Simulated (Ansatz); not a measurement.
Geometry optimisation, RHF/6-31G* (Ansatz).

Input file:

```yaml
crystal:
  periodic: [false, false, false]
  atoms:
    - { symbol: Si, position_ang: [0.0, 0.0, 0.0] }
    - { symbol: H, position_ang: [0.0, 0.0, 1.81] }
    - { symbol: O, position_ang: [1.5842, 0.0, -0.5594] }
    - { symbol: Si, position_ang: [2.4906, -1.3762, -0.8866] }
    - { symbol: H, position_ang: [1.6598, -2.3521, -1.5857] }
    - { symbol: H, position_ang: [3.6318, -1.0202, -1.7249] }
    - { symbol: H, position_ang: [2.9691, -1.9538, 0.366] }
    - { symbol: O, position_ang: [-0.7913, 1.3709, -0.5594] }
    - { symbol: Si, position_ang: [-2.4002, 1.4263, -1.0396] }
    - { symbol: H, position_ang: [-3.2124, 0.6421, -0.1138] }
    - { symbol: H, position_ang: [-2.862, 2.8114, -1.0378] }
    - { symbol: H, position_ang: [-2.5267, 0.8736, -2.385] }
    - { symbol: O, position_ang: [-0.7913, -1.3709, -0.5594] }
    - { symbol: H, position_ang: [-1.2459, -1.8365, 0.2129] }
    - { symbol: F, position_ang: [0.9912, 1.4948, 0.596] }
    - { symbol: H, position_ang: [0.538, 0.8114, 1.693] }
basis:
  gaussian: { orbitals: "6-31G*" }
hamiltonian:
  xc: hf
relax:
  f_tol: 0.15
  max_steps: 25
  restrain:
    - { distance: [0, 14], at: 2.79, k: 30.0 }
    - { distance: [15, 1], at: 1.86, k: 30.0 }
    - { distance: [0, 1], at: 1.46, k: 30.0 }
    - { distance: [15, 14], at: 0.92, k: 30.0 }
```

Launched with:

```bash
$ ansatz run input.yaml --threads 4 --pin off --max-ram 5120MiB --backend cpu --events-out ev --progress --plain --runs-dir out
```

Task: Where does it end, and by what steps?

Result: It converged. The restraints hold the end off the free minimum; the threshold counts their pulls, which the force column leaves out. Restrained pairs: Si1–F15 (1.89 → 2.80 Å), H2–H16 (0.98 → 1.87 Å), Si1–H2 (1.81 → 1.46 Å), F15–H16 (1.37 → 0.92 Å). After 23 steps the energy has fallen by 5.335 eV (the restraints' own energy left out); O13 moved furthest, 1.51 Å.

| step | energy less start (eV) | largest force component (eV/Å) | accepted |
| --- | --- | --- | --- |
| 0 | 0.0000 | 5.984 | yes |
| 1 | -1.7824 | 6.581 | yes |
| 2 | -3.3820 | 4.694 | yes |
| 3 | -4.0671 | 5.151 | yes |
| 4 | -4.6934 | 2.650 | yes |
| 5 | -4.9672 | 1.541 | yes |
| 6 | -5.1305 | 0.530 | yes |
| 7 | -5.1805 | 0.545 | yes |
| 8 | -5.1893 | 0.656 | no |
| 9 | -5.1977 | 0.334 | yes |
| 10 | -5.2108 | 0.552 | yes |
| 11 | -5.2136 | 0.725 | yes |
| 12 | -5.2420 | 0.302 | yes |
| 13 | -5.1306 | 3.191 | no |
| 14 | -5.2436 | 0.784 | no |
| 15 | -5.2476 | 0.309 | yes |
| 16 | -5.2560 | 0.372 | yes |
| 17 | -5.2588 | 0.328 | yes |
| 18 | -5.2651 | 0.498 | yes |
| 19 | -5.2705 | 0.389 | yes |
| 20 | -5.2814 | 0.461 | yes |
| 21 | -5.2868 | 0.725 | yes |
| 22 | -5.3097 | 0.336 | yes |
| 23 | -5.3353 | 0.514 | yes |

```xyz
16
Properties=species:S:1:pos:R:3
Si -0.354 -0.656 0.481
H 0.161 -0.175 1.762
O 0.837 -0.965 -0.547
Si 2.327 -1.150 -1.189
H 2.295 -2.235 -2.184
H 2.765 0.096 -1.843
H 3.282 -1.504 -0.126
O -1.422 0.422 -0.073
Si -2.039 1.424 -1.212
H -3.489 1.179 -1.310
H -1.822 2.827 -0.825
H -1.424 1.172 -2.522
O -1.127 -2.074 0.739
H -2.030 -2.051 1.025
F 1.138 1.715 0.593
H 0.936 1.496 1.458
```

The run took 72 s on 4 threads of Arm Neoverse N1, on a shared host, peak memory 0.36 GiB.
